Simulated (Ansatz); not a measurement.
Isolated molecules relaxed with PBE0-D4/def2-TZVP in Ansatz; ΔE leaves out vibrations. CBS: MP2 limit from def2 TZ/QZ plus the TZ coupled-cluster correction, frozen cores. DFT in def2-TZVPP. Each species was taken in one conformer, which may not be the lowest.

Reaction (ligand exchange at a B–C bond): `CBC[SiH2]C` + `NCF` → `CBNCF` + `C[SiH2]C`

| level | ΔE (kJ/mol) |
| --- | --- |
| B2PLYP | -117.4 |
| SCS-MP2/def2-TZVPP | -115.4 |
| HF/def2-QZVPP | -119.6 |
| MP2/CBS(def2) | -111.6 |

What does CCSD(T)/CBS give? (Best estimate.)

Ansatz gave: -112.5 kJ/mol. The listed levels differ from it by -4.9, -2.9, -7.1, 0.9 kJ/mol.

Largest T1 diagnostic among the species: 0.012.

In def2-TZVPP, CCSD(T) changes the Hartree–Fock value by +5.1 kJ/mol (the triples alone add +0.6 kJ/mol) and MP2 by +6.0 kJ/mol. The D4 term adds +3.9 kJ/mol with B3LYP and +2.3 kJ/mol with PBE0; it sums over pairs of atoms, weighted by their polarisabilities, and B3LYP, whose exchange is more repulsive, gets the larger term.

B3LYP here is the variant with VWN-RPA as its local correlation; programs differ in this.
